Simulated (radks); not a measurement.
Q: Eu5+, configuration [Kr] 4d10 4f5 5s2 5p5 (the NIST ground configuration). Method: scalar-relativistic Kohn-Sham, BLYP, spin-polarised, spherical densities, finite nucleus; open shells are filled with parallel spins first (spin-orbit coupling, left out, can overturn this in heavy ions); Fermi nuclear charge, rms radius 5.1115 fm; computed with a radial shooting solver on a logarithmic mesh with Libxc functionals. Some entries of the table are withheld. Estimate them.

orbital,occ.,eigenvalue (hartree),<1/r> (bohr^-1),<r^2> (bohr^2)
1s up,1,-1780.038,70.22,0.0006793
1s down,1,-1780.035,70.22,0.0006793
2s up,1,-294.4563,16.27,0.01068
2s down,1,-294.4533,16.27,0.01068
2p up,3,-262.6611,15.23,0.008591
2p down,3,-262.6575,15.23,0.008591
3s up,1,-66.86281,5.960,0.07123
3s down,1,-66.78786,5.965,0.07113
3p up,3,-56.96657,5.611,0.07137
3p down,3,-56.89170,5.616,0.07124
3d up,5,-43.71461,5.325,0.06011
3d down,5,-43.65633,5.329,0.05996
4s up,1,-15.37940,2.517,0.3591
4s down,1,-15.20062,2.516,0.3592
4p up,3,-12.10949,2.318,0.4043
4p down,3,-11.93264,2.316,0.4046
4d up,5,-7.54874,2.047,0.4842
4d down,5,-7.37433,2.044,0.4854
5s up,1,-3.86911,1.029,1.872
5s down,1,-3.75299,1.017,1.911
5p up,3,-2.99008,0.9020,(1)
5p down,2,-2.89211,0.8872,(2)
4f up,5,-2.59091,1.568,0.8022
4f down,0,-2.42510,1.553,0.8346

A: 
(1) 5p up <r^2> (bohr^2): 2.377
(2) 5p down <r^2> (bohr^2): 2.447
